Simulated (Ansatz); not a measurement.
A run for Ansatz (a program for electronic structure): R-B3LYP/def2-TZVPP on H6W (SMILES [WH6]). Elements past Kr take the def2 small-core potentials; no spin–orbit coupling.

Ansatz 0.2 input:
```yaml
crystal:
  periodic: [false, false, false]
  atoms:
    - {symbol: W, position_ang: [0.00059952, -0.00091606, 0.38232745]}
    - {symbol: H, position_ang: [1.65774580, -0.00649477, 0.81798992]}
    - {symbol: H, position_ang: [-0.82367138, 1.43451881, 0.82516035]}
    - {symbol: H, position_ang: [-0.83069248, -1.43452681, 0.81771424]}
    - {symbol: H, position_ang: [1.00504325, -0.00016155, -0.94917747]}
    - {symbol: H, position_ang: [-0.50239866, 0.87509947, -0.94486711]}
    - {symbol: H, position_ang: [-0.50672605, -0.86761908, -0.94924736]}
basis:
  gaussian:
    orbitals: def2-TZVPP
hamiltonian:
  xc: {name: B3LYP}
scf: {lower_state_search: off}
```

The log:

```
WARN ansatz: RAYON_NUM_THREADS=4 ignored (pool sized by the plan → 4); use --threads N
Functional definition: B3LYP
these checks for a lower state are left out or cut short: stability, starts, cluster_reference, orbital_swaps, neighbouring_geometries, increment
integrals: 0.04 GiB planned
734 factors; their error is unknown
mean field: 0.47 GiB planned
mean field evaluation 1: about -1919.9867 eV, gradient 2.4e1 eV
mean field evaluation 2: about -1919.6551 eV, gradient 2.9e1 eV
mean field evaluation 4: about -1921.5742 eV, gradient 8.6e-1 eV
mean field evaluation 8: about -1921.5752 eV, gradient 3.7e-2 eV
mean field -1921.57524086 eV, -70.6165876112 hartree, gradient 5.7e-6 eV, S^2 0.000000; 0 other end points of the search recorded, 0 dependent functions left out
reference -1921.57547296 eV, -70.6165961407 hartree; 10, 10 occupied and 130, 130 virtual orbitals, 734 factors
Total energy: -1921.57547296 eV, -70.6165961407 hartree
Checks for a lower state left out: stability, starts, cluster_reference, orbital_swaps, neighbouring_geometries, increment
```

The calculation finished and met its thresholds.

Cost: around 1.9 core-seconds (rough).
